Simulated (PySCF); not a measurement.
## Calculated data, H3NOSi2, BH5NOSi, B2H6NSi, CH6AlBN

All values are calculated (PySCF 2.14.0). Calculation on a computer-drawn molecule: optimised geometry and harmonic frequencies of an isolated molecule of the commonest isotopes, restricted reference for singlets and unrestricted otherwise, frozen core in MP2.

Common to all runs: method HF; basis cc-pV(D+d)Z.

```yaml
- entry: 1
  formula: H3NOSi2
  start_structure:
    atoms_angstrom:
      - ["N", -3.0074, -1.4681, 1.2226]
      - [Si, -1.6366, -0.6046, 1.7493]
      - [O, -0.8135, 0.5235, 0.8126]
      - [Si, -0.1592, -0.223, 3.3997]
      - [H, -3.4681, -1.2308, 0.4315]
      - [H, -1.1366, 0.6273, -0.1159]
      - [H, 0.412, -1.5729, 3.5347]
  given:
    charge: 0
    multiplicity: 1
    drawn_bonds_atom: [1, 2, 2, 1, 3, 4]
    drawn_bonds_other_atom: [2, 3, 4, 5, 6, 7]
    drawn_bonds_order: [2, 1, 1, 1, 1, 1]
  results:
    optimised_atom_element: ["N", Si, O, Si, H, H, H]
    "optimised_atom_x [angstrom]": [-2.858, -1.563, -0.7452, -0.5366, -3.485, -1.059, 0.4373]
    "optimised_atom_y [angstrom]": [-1.277, -0.4387, 0.5644, -0.4826, -1.462, 0.7027, -1.555]
    "optimised_atom_z [angstrom]": [1.401, 1.609, 0.6045, 3.747, 0.6459, -0.2793, 3.307]
    "modes_frequency [cm^-1]": [100.8, 179.8, 244.2, 272.4, 417.7, 461.1, 524.4, 588.0, 720.6, 837.2, 920.7, 1291, 2158, 3890, 4137]
    "modes_reduced_mass [dalton]": [7.586, 1.162, 2.777, 4.424, 1.215, 4.2, 1.387, 1.255, 1.128, 1.851, 2.849, 8.114, 1.042, 1.083, 1.067]
    "rotational_constants [GHz]": [7.047, 3.169, 2.228]
    "total_energy [hartree]": -708.8911
    "convergence_status_largest_gradient_component [hartree/bohr]": 3.745e-05
- entry: 2
  formula: BH5NOSi
  start_structure:
    atoms_angstrom:
      - ["N", 0.112, 0.9624, 1.422]
      - [B, 0.1004, 1.6632, 0.2374]
      - [O, 0.664, 2.7764, 0.2477]
      - [Si, -0.8583, 0.7332, -1.2869]
      - [H, -0.3348, 0.0071, 1.6358]
      - [H, 0.647, 1.2871, 2.2589]
      - [H, 0.7178, 3.411, -0.5249]
      - [H, -1.0785, 1.4012, -2.659]
      - [H, -1.5783, -0.4267, -1.326]
  given:
    charge: 1
    multiplicity: 1
    drawn_bonds_atom: [1, 2, 2, 1, 1, 3, 4, 4]
    drawn_bonds_other_atom: [2, 3, 4, 5, 6, 7, 8, 9]
    drawn_bonds_order: [1, 1, 1, 1, 1, 1, 1, 1]
  results:
    optimised_atom_element: ["N", B, O, Si, H, H, H, H, H]
    "optimised_atom_x [angstrom]": [0.1133, 0.1152, 0.7098, -0.8984, -0.3169, 0.5759, 0.6904, -1.039, -1.559]
    "optimised_atom_y [angstrom]": [0.906, 1.673, 2.868, 0.8178, 0.012, 1.234, 3.366, 1.431, -0.4919]
    "optimised_atom_z [angstrom]": [1.446, 0.301, 0.2062, -1.314, 1.559, 2.275, -0.5958, -2.642, -1.23]
    "modes_frequency [cm^-1]": [128.4, 199.5, 334.2, 349.8, 389.5, 530.5, 568.8, 569.4, 681.3, 728.0, 983.1, 1030, 1039, 1284, 1555, 1760, 2386, 2416, 3775, 3901, 4191]
    "modes_reduced_mass [dalton]": [1.069, 2.505, 1.742, 4.726, 1.275, 3.114, 1.126, 1.392, 1.334, 1.411, 1.471, 1.232, 1.155, 3.882, 3.595, 1.355, 1.031, 1.056, 1.056, 1.095, 1.069]
    "rotational_constants [GHz]": [9.007, 3.914, 2.728]
    "total_energy [hartree]": -445.6566
    "convergence_status_largest_gradient_component [hartree/bohr]": 2.18e-05
- entry: 3
  formula: B2H6NSi
  start_structure:
    atoms_angstrom:
      - ["N", 0.609, -1.9536, -0.6627]
      - [B, -0.6051, -1.2357, -0.2093]
      - [B, -0.7848, 0.4, -0.2722]
      - [Si, 0.0785, 1.4953, -1.5396]
      - [H, 0.7202, -2.9203, -0.6506]
      - [H, 1.4156, -1.3935, -1.0754]
      - [H, -1.4118, -1.9457, 0.1873]
      - [H, -1.4018, 0.9655, 0.5538]
      - [H, -0.0021, 3.0124, -1.7814]
      - [H, 0.9334, 1.0531, -2.6609]
  given:
    charge: 0
    multiplicity: 2
    drawn_bonds_atom: [1, 2, 3, 1, 1, 2, 3, 4, 4]
    drawn_bonds_other_atom: [2, 3, 4, 5, 6, 7, 8, 9, 10]
    drawn_bonds_order: [1, 1, 1, 1, 1, 1, 1, 1, 1]
  results: {}
- entry: 4
  formula: CH6AlBN
  start_structure:
    atoms_angstrom:
      - ["N", -2.918, 0.3955, -0.7675]
      - [B, -1.633, 0.135, -0.2283]
      - [C, -0.5571, 1.1929, -0.0655]
      - [Al, 1.2283, 1.0619, 0.5952]
      - [H, -3.7104, -0.2304, -0.8587]
      - [H, -3.2, 1.3829, -0.9968]
      - [H, -1.4725, -0.9934, 0.0022]
      - [H, -0.9073, 2.1655, -0.3229]
      - [H, 2.5163, 0.7172, -0.2312]
      - [H, 1.6622, 1.2133, 2.0951]
  given:
    charge: 0
    multiplicity: 2
    drawn_bonds_atom: [1, 2, 3, 1, 1, 2, 3, 4, 4]
    drawn_bonds_other_atom: [2, 3, 4, 5, 6, 7, 8, 9, 10]
    drawn_bonds_order: [1, 1, 1, 1, 1, 1, 1, 1, 1]
  results: {}
```

Question: B2H6NSi (entry 3): total energy?
Answer: -396.2288 hartree

Question: B2H6NSi (entry 3): spin squared?
Answer: 0.764

Question: Give the table of modes values for B2H6NSi (entry 3).
Answer: 
Modes:
| frequency (cm⁻¹) | reduced mass (dalton) |
| --- | --- |
| 79.98 | 3.063 |
| 165.6 | 1.529 |
| 177.7 | 1.359 |
| 217.8 | 1.334 |
| 385.1 | 1.691 |
| 512.6 | 1.149 |
| 545.4 | 1.943 |
| 581.8 | 1.502 |
| 726.9 | 1.467 |
| 740.1 | 1.89 |
| 811.2 | 1.646 |
| 955.4 | 1.229 |
| 966.6 | 1.262 |
| 1019 | 1.113 |
| 1070 | 1.56 |
| 1216 | 1.645 |
| 1418 | 3.547 |
| 1761 | 1.205 |
| 2324 | 1.03 |
| 2330 | 1.053 |
| 2625 | 1.091 |
| 2677 | 1.092 |
| 3811 | 1.051 |
| 3911 | 1.099 |

Question: Estimate the total energy of CH6AlBN (entry 4).
Answer: -362.4258 hartree

Question: Give the missing spin squared for CH6AlBN (entry 4).
Answer: 0.7594

Further results for B2H6NSi (entry 3):

* rotational constants: 16.69, 2.313, 2.164 GHz
* convergence status largest gradient component: 2.234e-05 hartree/bohr

Optimised structure:
```xyz
10
B2H6NSi
N      0.6437    -2.0727    -0.3634
B     -0.4938    -1.2713    -0.4559
B     -0.5028     0.4278    -0.2842
Si    -0.0244     1.6753    -1.7184
H      0.6140    -3.0671    -0.4523
H      1.5609    -1.7194    -0.1864
H     -1.5397    -1.8395    -0.6718
H     -0.8238     0.9427     0.7559
H     -0.1870     3.1423    -1.6356
H      0.3040     1.2593    -3.0988
```

Further results for CH6AlBN (entry 4):

- rotational constants: 32.83, 2.121, 1.992 GHz
- convergence status largest gradient component: 4.325e-05 hartree/bohr

Optimised structure:
```xyz
10
CH6AlBN
N     -2.9108     0.4225    -0.7636
B     -1.5788     0.1445    -0.4492
C     -0.6278     1.2370     0.1638
Al     1.2399     1.0305     0.6588
H     -3.5298    -0.2572    -1.1529
H     -3.3335     1.3165    -0.6208
H     -1.1834    -0.9737    -0.6675
H     -1.0850     2.2189     0.3247
H      1.9788    -0.3545     0.4598
H      2.0388     2.2559     1.2685
```

Modes:
| frequency (cm⁻¹) | reduced mass (dalton) |
| --- | --- |
| 44.01 | 2.822 |
| 120.1 | 1.132 |
| 161.6 | 2.697 |
| 353.7 | 3.591 |
| 520.4 | 1.121 |
| 526.6 | 1.342 |
| 549.8 | 1.213 |
| 617 | 1.211 |
| 707.4 | 1.489 |
| 715.7 | 2.569 |
| 853 | 1.089 |
| 918.2 | 1.475 |
| 973.8 | 1.311 |
| 1075 | 1.882 |
| 1173 | 1.499 |
| 1231 | 1.646 |
| 1451 | 2.886 |
| 1751 | 1.23 |
| 1969 | 1.055 |
| 1983 | 1.029 |
| 2658 | 1.095 |
| 3209 | 1.084 |
| 3812 | 1.051 |
| 3918 | 1.098 |
